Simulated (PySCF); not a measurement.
Compound: C₈H₁₆OSi.
Atom-mapped SMILES: `[CH2:1]1[CH2:2][CH2:3][CH:4]([Si@H:5]2[CH2:6][CH2:7][CH2:8][O:9]2)[CH2:10]1` (hydrogens: H11, H12 on C1; H13, H14 on C2; H15, H16 on C3; H17 on C4; H18 on Si5; H19, H20 on C6; H21, H22 on C7; H23, H24 on C8; H25, H26 on C10)

Level: PBE0/pcSseg-1 in PySCF, non-relativistic, on one gas-phase PBE0-D3(BJ)/def2-SVP geometry that isn't relaxed in the solvent. The solvent is an IEF-PCM continuum (van der Waals radii × 1.2). Specific hydrogen bonds and non-electrostatic terms are outside this model.

Gas phase at PBE0/pcSseg-1: HOMO -7.44 eV, LUMO 1.14 eV, dipole 1.65 D.

Problem. What does the continuum do to the energy, the frontier levels and the dipole at PBE0/pcSseg-1 in chloroform?

Solution. 
```csv
solvent,ε,E(solvent) − E(gas) (kcal/mol),polarisation term (kcal/mol),distortion of the solute (kcal/mol),HOMO (eV),LUMO (eV),dipole (D)
chloroform,4.711,-2.34,-2.56,0.22,-7.46,1.18,2.08
```

Polarisation term: ½ Σ q·V over the induced surface charges. Distortion: the rise of the solute's own energy as its density leaves the gas-phase optimum.

Problem. Which radius a makes the point-dipole formula ΔE = −[(ε − 1)/(2ε + 1)]·μ²/a³ give the value in chloroform, with the gas-phase dipole?

Solution. μ = 0.649 au and |ΔE| = 0.00373 Eh give a = 1.81 Å; the farthest nucleus lies 4.31 Å from the centroid of the nuclei, so such a sphere wouldn't even hold the nuclei. The formula assumes a rigid point dipole at the centre of a sphere.

Problem. Which Hirshfeld charges (PBE0/pcSseg-1) respond most in chloroform (means over atoms taken as equivalent)?

Solution. 
```json
{"atoms": "O9", "environment": "silyl ether oxygen", "gas (e)": "-0.246", "solvent (e)": "-0.260", "change": "-0.014"}
{"atoms": "H18", "environment": "Si–H hydrogen", "gas (e)": "-0.089", "solvent (e)": "-0.092", "change": "-0.003"}
{"atoms": "H22", "environment": "methylene hydrogen", "gas (e)": "+0.041", "solvent (e)": "+0.045", "change": "+0.004"}
{"atoms": "H20", "environment": "methylene hydrogen", "gas (e)": "+0.036", "solvent (e)": "+0.040", "change": "+0.004"}
{"atoms": "H23", "environment": "methylene hydrogen", "gas (e)": "+0.031", "solvent (e)": "+0.034", "change": "+0.003"}
{"atoms": "H17", "environment": "methine hydrogen", "gas (e)": "+0.035", "solvent (e)": "+0.037", "change": "+0.002"}
{"atoms": "Si5", "environment": "oxygen-bound silicon", "gas (e)": "+0.411", "solvent (e)": "+0.408", "change": "-0.003"}
{"atoms": "H19", "environment": "methylene hydrogen", "gas (e)": "+0.040", "solvent (e)": "+0.042", "change": "+0.002"}
{"atoms": "H25", "environment": "methylene hydrogen", "gas (e)": "+0.038", "solvent (e)": "+0.040", "change": "+0.002"}
{"atoms": "C8", "environment": "sp3 carbon bound to oxygen", "gas (e)": "+0.002", "solvent (e)": "0.000", "change": "-0.002"}
{"atoms": "C3", "environment": "ring CH2 carbon", "gas (e)": "-0.065", "solvent (e)": "-0.067", "change": "-0.002"}
{"atoms": "H21", "environment": "methylene hydrogen", "gas (e)": "+0.039", "solvent (e)": "+0.040", "change": "+0.001"}
```

Problem. Which Mayer bond orders change most in chloroform?

Solution. 
```tsv
bond	length (Å)	gas	solvent	change
C8–O9	1.413	0.912	0.901	-0.011
O9–Si5	1.689	0.949	0.940	-0.009
C4–Si5	1.872	0.857	0.864	+0.007
Si5–C6	1.890	0.903	0.910	+0.007
Si5–H18	1.498	0.923	0.919	-0.004
C7–C8	1.531	1.032	1.035	+0.003
C2–C3	1.548	1.022	1.024	+0.002
C3–H15	1.103	0.949	0.947	-0.002
```
